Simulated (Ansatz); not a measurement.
Ansatz (a program for electronic structure) input:
A basis named .json is the Basis Set Exchange file of that set.

Ansatz 0.2 input:
```yaml
crystal:
  periodic: [false, false, false]
  atoms:
    - {symbol: Sn, position_ang: [-0.00320074, 0.00045965, -0.03349655]}
    - {symbol: H, position_ang: [0.08911333, -1.51299313, 0.81594046]}
    - {symbol: H, position_ang: [0.07092378, 1.49001039, 0.85888713]}
basis:
  gaussian:
    orbitals: def2-QZVPP.json
hamiltonian:
  xc: {name: PBE0}
total_charge: 1
magnetization: {spin_polarized: true, initial_magnetization: 1}
```

Problem. Which total energy does the run end on?

Solution. -215.14608 Eh (PBE0/def2-QZVPP). The basis has 142 functions.
